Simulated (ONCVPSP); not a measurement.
## Configuration tests for aluminium (ONCV)

ONCVPSP 4.0.1 input, shortened (lines: element, Z, core and valence counts, functional; n l f; lmax; l rc ep ncon nbas qcut; lloc lpopt rc5 dvloc0; l nproj debl; icmod fcfact rcfact), PBEsol, scalar-relativistic:

```
  Al 13.00    3    2  -116133      upf
    1    0    2.00
    2    0    2.00
    2    1    6.00
    3    0    2.00
    3    1    0.50
    1
    0    2.20    0.00    4    8    2.50
    1    2.00    0.00    3    6    3.40
    4    5    1.30    0.00
    0    2    0.80
    1    2    4.00
    1    0.50    0.00
```

Energies are relative to the spin-unpolarised reference configuration 3s2 3p0.5; without spin polarisation the order of configurations can differ from experiment.

```
valence configuration  charge  ΔE all-electron (eV)  error AE − PS (meV)
              3s2 3p1       0                -2.074                 +0.2
              3s2 3p0      +1                 3.663                 +0.4
              3s0 3p3       0                 8.332                  -56
```

(1) What are ΔE and the potential's error for 3s1 3p0?

## Answers

(1) ΔE = 22.833 eV all-electron; the error (AE − PS) is -15 meV.
